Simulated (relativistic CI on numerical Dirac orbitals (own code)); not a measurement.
# Charge states of technetium

Calculated at this level of theory: Dirac-Coulomb-Breit CI, separate exchange-only KLI orbitals for each configuration, QED by a radiative potential, valence Slater integrals scaled by 0.9 (own radial code, finite nucleus).

Each species is treated in one configuration, given outside its closed core. Radial values are for the open shell of highest l, unscaled and averaged over j; ζ includes the Breit term. Labels give the leading LS character, summed over repeated terms.

| Ion | Configuration | Its lowest level | LS weight (%) | ζ (cm⁻¹) | g_J | g√(J(J+1)) | ⟨r⟩ (bohr) | ⟨r²⟩ (bohr²) |
| --- | --- | --- | --- | --- | --- | --- | --- | --- |
| Tc24+ | 3d | ²D3/2 | 100 | 16720 | 0.796 | 1.54 | 0.3329 | 0.1289 |
| Tc25+ | 3s²3p⁶ | ¹S0 | 100 |  |  | 0.00 |  |  |
| Tc26+ | 3s²3p⁵ | ²P°3/2 | 100 | 140900 | 1.330 | 2.58 | 0.3626 | 0.1516 |
| Tc27+ | 3s²3p⁴ | ³P2 | 77 | 144000 | 1.383 | 3.39 | 0.3592 | 0.1487 |
| Tc28+ | 3s²3p³ | J = 3/2 (mixed) | 44 | 147200 | 1.520 | 2.94 | 0.3559 | 0.146 |
| Tc29+ | 3s²3p² | ³P0 | 79 | 150500 |  | 0.00 | 0.3526 | 0.1433 |
| Tc30+ | 3s²3p | ²P°1/2 | 100 | 153800 | 0.661 | 0.57 | 0.3495 | 0.1408 |
| Tc31+ | 3s² | ¹S0 | 100 |  |  | 0.00 |  |  |
| Tc32+ | 3s | ²S1/2 | 100 |  | 1.997 | 1.73 | 0.3552 | 0.1435 |
| Tc33+ | 2s²2p⁶ | ¹S0 | 100 |  |  | 0.00 |  |  |
| Tc34+ | 2s²2p⁵ | ²P°3/2 | 100 | 654500 | 1.323 | 2.56 | 0.1257 | 0.01918 |
| Tc35+ | 2s²2p⁴ | ³P2 | 73 | 670500 | 1.357 | 3.32 | 0.1244 | 0.01877 |
| Tc36+ | 2s²2p³ | J = 3/2 (mixed) | 42 | 686900 | 1.420 | 2.75 | 0.1231 | 0.01836 |
| Tc37+ | 2s²2p² | ³P0 | 75 | 703600 |  | 0.00 | 0.1219 | 0.01798 |
| Tc38+ | 2s²2p | ²P°1/2 | 100 | 720700 | 0.651 | 0.56 | 0.1207 | 0.01762 |
| Tc39+ | 2s² | ¹S0 | 100 |  |  | 0.00 |  |  |
| Tc40+ | 2s | ²S1/2 | 100 |  | 1.986 | 1.72 | 0.1386 | 0.02254 |
| Tc41+ | 1s² | ¹S0 | 100 |  |  | 0.00 |  |  |
